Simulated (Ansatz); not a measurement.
Species: CH2OS, SMILES `S=CO` (H–O–C–S torsion 180°) (charge 0, multiplicity 1), formula CH₂OS.

Task: How many basis functions does frozen-core CCSD(T)/cc-pVQZ // B3LYP-D3(BJ)/def2-TZVP (Ansatz, a program for electronic structure) use, how many core orbitals are frozen, and how many electrons are correlated?

Result: 229 basis functions and 7 frozen orbitals, which leaves 18 correlated electrons. Core time is of the order of minutes.
